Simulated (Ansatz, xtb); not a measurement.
**Relaxing a trial structure of BFGaH2P**

The starting geometry of this gas-phase singlet was built from a drawn formula by distance geometry; its bonds are those of `B#[PH][GaH][F]`.

| atom | x (Å) | y (Å) | z (Å) |
| --- | --- | --- | --- |
| B | -1.2140 | -1.2618 | -2.0733 |
| F | 1.6570 | 1.3047 | -0.1263 |
| Ga | 1.5040 | 0.1474 | -1.7450 |
| P | -0.4958 | -0.1060 | -2.8446 |
| H | -0.3910 | 0.2838 | -4.1879 |
| H | 2.7789 | -0.0114 | -2.4420 |

Q: Where would you expect an optimisation with r2SCAN-D4/def2-SVP to take it?

A: It rearranges, giving a structure with H5 bridging B1 and P4, given below by its coordinates. Distances that change by over a tenth: B1–H5 (2.75 → 1.46 Å), F2–Ga3 (2.00 → 1.76 Å). Contacts that open: Ga3–P4 (2.30 → 3.76 Å). Contacts that close: B1–Ga3 (3.08 → 2.05 Å).

The energy falls by 4.47 eV over 18 steps:

```json
{"step": "1", "E − E(last) (eV)": "4.467"}
{"step": "3", "E − E(last) (eV)": "2.197"}
{"step": "5", "E − E(last) (eV)": "1.770"}
{"step": "7", "E − E(last) (eV)": "1.083"}
{"step": "9", "E − E(last) (eV)": "0.652"}
{"step": "10", "E − E(last) (eV)": "0.506"}
{"step": "12", "E − E(last) (eV)": "0.177"}
{"step": "14", "E − E(last) (eV)": "0.015"}
{"step": "16", "E − E(last) (eV)": "0.001"}
{"step": "18", "E − E(last) (eV)": "0.000"}
```

Final geometry (Å):

```yaml
atoms:
  - { symbol: B, position_ang: [-0.2459, 0.1120, -2.4930] }
  - { symbol: F, position_ang: [1.6253, 0.6591, 0.0307] }
  - { symbol: Ga, position_ang: [1.6156, 0.1046, -1.6401] }
  - { symbol: P, position_ang: [-1.7672, 0.0881, -3.2796] }
  - { symbol: H, position_ang: [-0.4152, -0.3180, -3.8779] }
  - { symbol: H, position_ang: [3.0265, -0.2892, -2.1592] }
```

From the same start GFN2-xTB ends elsewhere, at `[F][GaH][B]=P`.

No frequencies were run, so the end isn't proven a minimum. Run with Ansatz 0.2.0, 17 s on 2 threads of Intel(R) Xeon(R) 6975P-C (Granite Rapids) (shared host).
